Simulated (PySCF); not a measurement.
## Arsenic: a sound run and one with changed settings

Sound run: As⁺ [Ar] 3d10 4s2 4p2, As²⁺ [Ar] 3d10 4s2 4p1. Calculation: PySCF 2.14, in 6-31G* (5s4p3d, 32 functions); no relativity, point nucleus. The sound run starts from symmetry-adapted Hartree-Fock orbitals and uses a fine grid where one is needed.

Changed run: 14 angular points. This setting is unsound on purpose.

| species | method | sound run (hartree) | changed run (hartree) | converged |
| --- | --- | --- | --- | --- |
| As⁺ | UHF | -2233.55463 | -2233.55463 | yes |
| As⁺ | BP86 | -2235.42160 | -2235.42194 | yes |
| As⁺ | r2SCAN | -2235.13555 | -2235.13776 | yes |
| As²⁺ | UHF | -2232.89181 | -2232.89181 | yes |
| As²⁺ | BP86 | -2234.73343 | -2234.73310 | yes |
| As²⁺ | r2SCAN | -2234.44351 | -2234.44332 | yes |

Ionisation energy of As⁺:

```json
{"method": "UHF", "sound run (eV)": "18.036", "changed run (eV)": "18.036"}
{"method": "BP86", "sound run (eV)": "18.726", "changed run (eV)": "18.744"}
{"method": "r2SCAN", "sound run (eV)": "18.831", "changed run (eV)": "18.897"}
```

A coarse angular grid integrates products of high-l functions wrongly, so density functionals can shift, and the SCF can exploit the error; Hartree-Fock and MP2 need no grid.

For comparison, NIST gives 18.589 eV between the lowest levels.
